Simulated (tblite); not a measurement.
Isomers of C3H13NO2Si3. Calculated harmonic vibrations of the isolated species, GFN2-xTB (tblite), most abundant isotopes, no scaling. Errors from tens to a few hundred cm⁻¹ against measured bands are possible. Modes of hydrogen on silicon can be 10 to 20 % off. One conformer each.

Electronic energies: GFN2-xTB at the same geometries; isomer energies are rough at this level and their order can be wrong.

```tsv
SMILES	electronic energy, lowest = 0 (kJ/mol)
NCC([SiH3])([SiH3])[SiH2]OC=O	57.3
C=C[Si@@H](NC)[Si](O)(O)[SiH3]	0.0
CN[SiH2]C(=O)[Si@H](O)C[SiH3]	92.3
```

How do GFN2-xTB zero-point energies change the relative energies?

| SMILES | ZPE (kJ/mol) | of it from modes above 1550 cm⁻¹ | electronic (kJ/mol) | with ZPE, lowest = 0 (kJ/mol) | lowest mode (cm⁻¹) | rings |
| --- | --- | --- | --- | --- | --- | --- |
| C=C[Si@@H](NC)[Si](O)(O)[SiH3] | 406.5 | 234.3 | 0.0 | 0.0 | 17 | 0 |
| NCC([SiH3])([SiH3])[SiH2]OC=O | 393.8 | 210.7 | 57.3 | 44.5 | 28 | 0 |
| CN[SiH2]C(=O)[Si@H](O)C[SiH3] | 397.5 | 220.6 | 92.3 | 83.3 | 18 | 0 |

The zero-point energies span 12.7 kJ/mol, from `NCC([SiH3])([SiH3])[SiH2]OC=O` to `C=C[Si@@H](NC)[Si](O)(O)[SiH3]`. The order is unchanged.
